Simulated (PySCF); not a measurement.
**Removing an electron from `N[Si](O)(O)P`**

Compound: H₆NO₂PSi.
Structure used (PBE0-D3(BJ)/def2-SVP), in Å, numbered top down from 1:
```xyz
11
H6NO2PSi angstrom
N     -0.963   -1.120   -0.916
Si    -0.039    0.107   -0.158
O     -0.698    0.496    1.321
O     -0.041    1.553   -0.973
P      2.067   -0.705   -0.113
H     -0.542   -1.682   -1.646
H     -1.954   -0.981   -1.083
H     -0.824   -0.240    1.927
H     -0.048    2.330   -0.406
H      1.871   -1.448    1.093
H      2.585    0.441    0.564
```

Level: PBE0/def2-SVPD (PySCF). Frontier orbitals with their largest atomic shares (Löwdin; up to four atoms above 4 %):

```csv
orbital,ε (eV),main atoms
HOMO−3,-9.55,"O3 49 %, O4 24 %, Si2 9 %, P5 6 %"
HOMO−2,-8.90,"P5 36 %, O4 26 %, Si2 11 %, H10 9 %"
HOMO−1,-8.01,"N1 67 %, Si2 7 %, O4 7 %, H6 7 %"
HOMO,-7.34,?
LUMO,-0.07,"Si2 31 %, O3 12 %, P5 11 %, O4 9 %"
LUMO+1,0.58,"P5 46 %, H11 13 %, H10 11 %, Si2 9 %"
LUMO+2,0.89,"P5 40 %, O3 16 %, Si2 12 %, H10 8 %"
```

Q: What vertical ionisation energy does ΔSCF give, and how far is −ε(HOMO) from it?

A: ΔSCF: 9.40 eV (907 kJ/mol; threshold wavelength 132 nm); ⟨S²⟩ of the doublet left behind is 0.758, against 0.75 for a pure doublet. −ε(HOMO) is 7.34 eV, 2.06 eV below it. For the exact functional −ε(HOMO) would equal the first vertical ionisation energy; PBE0 (global hybrid, 25 % exact exchange) falls short of its own ΔSCF value by 22 %.

Q: On which atoms does the HOMO lie?

A: P5 (three-coordinate phosphorus) 62 %, Si2 (oxygen-bound silicon) 10 %, O3 (silanol oxygen) 10 %, H10 (P–H hydrogen) 6 %, so more than half of it is on one atom. The HOMO−1 lies 0.67 eV lower.

Q: Shift the occupied levels rigidly so that −ε(HOMO) equals the ΔSCF value. What binding energies result?

A: The shift is +2.06 eV: HOMO 9.40, HOMO−1 10.07, HOMO−2 10.96, HOMO−3 11.61 eV. A rigid shift is only a rough guide to the deeper ionisations.

Q: What total energies stand behind the ΔSCF value?

A: E(N) = -838.98713 Eh and E(N − 1) = -838.64168 Eh at the same geometry, 0.34545 Eh apart.

Q: What kinetic energy would electrons from this vertical process carry with He I light (21.218 eV)?

A: 21.22 − 9.40 = 11.82 eV.

Isolated species at its PBE0-D3(BJ)/def2-SVP geometry (one conformer only).
